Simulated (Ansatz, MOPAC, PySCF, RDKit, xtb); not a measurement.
Noncovalent pair: stibine (SMILES [SbH3]) (first 4 atoms) with C2H4 (SMILES C=C); geometry from B3LYP-D3(BJ)/def2-TZVP, rigid monomers moved along the line of their centres of mass till Sb1···C6 is 5.06 Å.
(charge 0, multiplicity 1):
```xyz
10

Sb     0.61260    -0.14057     0.64658
H      1.19549     0.48732    -0.84522
H      1.97673     0.46651     1.48445
H     -0.28028     1.28753     0.95197
C     -0.44873     0.54752     5.66932
C     -0.60225    -0.76103     5.52427
H      0.51623     0.98680     5.89064
H     -1.28076     1.23330     5.56590
H     -1.56625    -1.20080     5.29940
H      0.23030    -1.44670     5.62544
```

Interaction energies are E(AB) − E(A) − E(B) at the monomers' geometry in the complex; basis-set methods are counterpoise corrected. RDKit's UFF carries no charges.

Frozen-core correlation. Filled d and f shells under p-block atoms count as core. CBS: X⁻³ extrapolation of the correlation energy, Hartree–Fock from the larger set. The state reached by PM7 isn't checked; PM7 holds dispersion and hydrogen-bond terms.

The values were computed with Ansatz (Gaussian basis) for Hartree–Fock, density functionals and correlated methods; MOPAC for PM7 (differences of heats of formation); PySCF for the dispersion terms; RDKit for the force fields; xtb for the GFN methods. Values without a source in brackets are computed. In def2 rows elements past Kr take small-core potentials, without spin–orbit coupling.

| level | interaction energy (meV) |
|---|---|
| UFF | -16.8 |
| PM7 | -15.9 |
| GFN2-xTB | -22.8 |
| B3LYP-D4/def2-TZVPPD | -24.8 |
| PBE0/def2-TZVPPD | … |
| wB97M-V/def2-TZVPPD | -23.8 |
| MP2/def2-SVPD | -23.4 |
| CCSD/def2-SVPD | … |
| CCSD(T)/CBS(def2-SVPD, def2-TZVPPD) | -22.4 |

### Question
Fill in the missing entries.

### Answer

- PBE0/def2-TZVPPD, interaction energy (meV): -12.1
- CCSD/def2-SVPD, interaction energy (meV): -19.0

Ansatz is a first-principles code.
